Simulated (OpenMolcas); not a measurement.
## I+: effect of the basis set

| Item | Value |
| --- | --- |
| Program | OpenMolcas |
| Method | CASSCF |
| Active space | 4 electrons in 3 orbitals (5p) |
| State averaging | 2S+1 = 3 even, 3 roots; 2S+1 = 1 even, 6 roots |
| Spin-orbit coupling | state interaction with AMFI integrals over the reference wave functions, term energies averaged over their components |

A. ANO-RCC-VDZP [6s5p3d1f], DKH2, point nucleus; cost of the order of 2.6 core-seconds
B. ANO-R1 [6s5p3d1f], X2C, finite nucleus; cost about 2.3 core-seconds
C. ANO-RCC-VTZP [7s6p4d2f1g], DKH2, point nucleus; cost of the order of 3 core-seconds
D. ANO-R2 [7s6p4d2f1g], X2C, finite nucleus; cost roughly 2.5 core-seconds
E. ANO-RCC-VQZP [8s7p5d3f2g], DKH2, point nucleus; cost roughly 2.5 core-seconds
F. ANO-R3 [8s7p5d4f3g2h], X2C, finite nucleus; cost of the order of 9 core-seconds

Energies in cm⁻¹ above 5s² 5p⁴ ³P₂, the measured ground level; measured values from NIST Handbook of Basic Atomic Spectroscopic Data.

| Level | A | B | C | D | E | F | Measured |
| --- | --- | --- | --- | --- | --- | --- | --- |
| 5s² 5p⁴ ³P₂ | 0.0 | 0.0 | 0.0 | 0.0 | 0.0 | 0.0 | 0.0 |
| 5s² 5p⁴ ³P₁ | 6596 | 6342 | 6181 | 6178 | 6231 | 6235 | 7087 |
| 5s² 5p⁴ ³P₀ | 6811 | 6654 | 6537 | 6531 | 6570 | 6577 | 6448 |
| 5s² 5p⁴ ¹D₂ | 15633 | 15499 | 15456 | 15451 | 15496 | 15505 | 13727 |
| 5s² 5p⁴ ¹S₀ | 33229 | 33118 | 33095 | 33080 | 33155 | 33169 | 29501 |

Deviations, from unrounded energies. A percentage is the sum of absolute deviations over the sum of measured energies, with the sign that they share, or ± where signs differ.

| Against measurement | Levels | A | B | C | D | E | F |
| --- | --- | --- | --- | --- | --- | --- | --- |
| mean absolute deviation (cm-1) | 4 | 1600 | 1600 | 1600 | 1600 | 1600 | 1600 |
| fine structure of the ground term (%) | 2 | ±6.3 | ±7.0 | ±7.4 | ±7.3 | ±7.2 | ±7.2 |
| other terms of the ground configuration (%) | 2 | +13.0 | +12.5 | +12.3 | +12.3 | +12.5 | +12.6 |

A, B, C, D, E, F lie about equally close to measurement. The largest miss of D in the table is 5s² 5p⁴ ¹S₀, by +3600 cm-1. The ranking rests on the paired levels alone, and a cruder setting can come out closer through cancelling errors.

Among A to F the level of the table that moves most is 5s² 5p⁴ ³P₁, by 420 cm-1 (lowest in D, highest in A).

With the s shell closed, the reference lacks s² → p² mixing. Measured partners are found by configuration, term and J. A level has none where our copy of the source lacks it or the pairing is in doubt (some pairs that miss far off the trend of their configuration count as doubtful), and it then counts in no deviation. Only configurations of the active space appear.
